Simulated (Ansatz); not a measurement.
Input file for Ansatz (a quantum-chemistry and plane-wave program): U-CCSD(T)/def2-SVP on FHPb (SMILES [F][PbH]), a point of a bond scan (R = 3.621 Å). Elements past Kr take the def2 small-core potentials; no spin–orbit coupling. The run froze 10 orbitals, filled d shells among them.

Ansatz 0.2 input:
```yaml
crystal:
  periodic: [false, false, false]
  atoms:
    - {symbol: Pb, position_ang: [-0.06389622, -0.11971905, 0.14987185]}
    - {symbol: H, position_ang: [-1.03984583, -1.07338678, -1.12734692]}
    - {symbol: F, position_ang: [1.26890413, 2.20735708, -2.28282091]}
basis:
  gaussian:
    orbitals: def2-SVP
correlation: {method: ccsd_t, electrons: outside_noble_gas}
scf: {omitted_lower_state_checks: [cluster_reference]}
magnetization: {spin_polarized: true, initial_magnetization: 0}
```

Output:

```
WARN ansatz: RAYON_NUM_THREADS=1 ignored (pool sized by the plan → 1); use --threads N
Functional definition: HF
these checks for a lower state are left out or cut short: cluster_reference
integrals: 0.02 GiB planned
525 factors; integrals over basis functions are off by at most 4.5e-4 eV
mean field: 0.10 GiB planned
mean field evaluation 1: about -7931.9303 eV, gradient 2.8e1 eV
mean field evaluation 2: about -7931.9329 eV, gradient 2.8e1 eV
mean field evaluation 4: about -7934.8271 eV, gradient 6.2e0 eV
mean field evaluation 8: about -7935.1635 eV, gradient 3.7e-1 eV
mean field evaluation 16: about -7936.1426 eV, gradient 2.9e0 eV
mean field evaluation 32: about -7935.2019 eV, gradient 9.5e-1 eV
mean field evaluation 64: about -7936.7731 eV, gradient 2.6e-6 eV
mean field evaluation 96: about -7936.7633 eV, gradient 1.4e-1 eV
mean field evaluation 128: about -7936.7728 eV, gradient 3.4e-1 eV
mean field evaluation 160: about -7936.7203 eV, gradient 2.9e0 eV
mean field evaluation 192: about -7936.7633 eV, gradient 2.4e-3 eV
mean field evaluation 224: about -7936.6415 eV, gradient 4.6e-1 eV
mean field evaluation 256: about -7936.7708 eV, gradient 6.4e-1 eV
mean field evaluation 288: about -7935.1659 eV, gradient 1.4e-6 eV
mean field -7936.77314314 eV, -291.6710332724 hartree, gradient 1.3e-6 eV, S^2 0.977460; 18 other end points of the search recorded, 0 dependent functions left out
10 core orbitals not correlated, not the lowest: weight in the atoms' cores, before any rotation towards them, 0.997 or more for the frozen orbitals, at most 0.002 for the correlated occupied ones
reference -7936.77314314 eV, -291.6710332724 hartree; 6, 6 occupied and 29, 29 virtual orbitals, 525 factors
second order -5.19284337 eV of doubles, -0.00000000 eV of singles
coupled cluster: 0.09 GiB planned
cycle   1  -5.73293738 eV  change   -5.4e-1 eV  update   7.5e-2
cycle   2  -5.97223209 eV  change   -2.4e-1 eV  update   3.2e-2
cycle   3  -5.99593524 eV  change   -2.4e-2 eV  update   3.3e-2
cycle   4  -6.02679379 eV  change   -3.1e-2 eV  update   2.9e-2
cycle   5  -6.07056277 eV  change   -4.4e-2 eV  update   2.2e-2
cycle   6  -6.09815790 eV  change   -2.8e-2 eV  update   1.1e-2
cycle   7  -6.10312905 eV  change   -5.0e-3 eV  update   5.2e-3
cycle   8  -6.11442069 eV  change   -1.1e-2 eV  update   4.2e-3
cycle   9  -6.11979914 eV  change   -5.4e-3 eV  update   3.2e-3
cycle  10  -6.12176545 eV  change   -2.0e-3 eV  update   1.9e-3
cycle  11  -6.12433838 eV  change   -2.6e-3 eV  update   1.1e-3
cycle  12  -6.12540703 eV  change   -1.1e-3 eV  update   5.8e-4
cycle  13  -6.12532529 eV  change    8.2e-5 eV  update   3.4e-4
cycle  14  -6.12519393 eV  change    1.3e-4 eV  update   2.6e-4
cycle  15  -6.12528737 eV  change   -9.3e-5 eV  update   2.2e-4
cycle  16  -6.12508758 eV  change    2.0e-4 eV  update   1.8e-4
cycle  17  -6.12513252 eV  change   -4.5e-5 eV  update   1.4e-4
cycle  18  -6.12522807 eV  change   -9.6e-5 eV  update   1.2e-4
cycle  19  -6.12532143 eV  change   -9.3e-5 eV  update   1.1e-4
cycle  20  -6.12536746 eV  change   -4.6e-5 eV  update   1.0e-4
cycle  21  -6.12531958 eV  change    4.8e-5 eV  update   9.2e-5
cycle  22  -6.12532034 eV  change   -7.6e-7 eV  update   8.1e-5
cycle  23  -6.12537605 eV  change   -5.6e-5 eV  update   6.5e-5
cycle  24  -6.12538558 eV  change   -9.5e-6 eV  update   4.7e-5
cycle  25  -6.12540325 eV  change   -1.8e-5 eV  update   3.5e-5
cycle  26  -6.12536925 eV  change    3.4e-5 eV  update   2.8e-5
cycle  27  -6.12532435 eV  change    4.5e-5 eV  update   2.1e-5
cycle  28  -6.12531490 eV  change    9.5e-6 eV  update   1.3e-5
cycle  29  -6.12530049 eV  change    1.4e-5 eV  update   8.3e-6
cycle  30  -6.12529042 eV  change    1.0e-5 eV  update   5.5e-6
cycle  31  -6.12528548 eV  change    4.9e-6 eV  update   3.5e-6
coupled cluster: 0.09 GiB planned
perturbative correction -0.08131538 eV, -0.0029882852 hartree
WARN: the results are in doubt because among natural orbitals the method converges to other amplitudes
Total energy: -7942.97974401 eV, -291.8991216472 hartree
In doubt: among natural orbitals the method converges to other amplitudes
Checks for a lower state left out: cluster_reference
```

Self-consistency was reached. Its determinant has ⟨S²⟩ = 0.98, a mixture of spin states.

Warnings raised: other amplitudes.

Cost: around 4 core-seconds (rough).
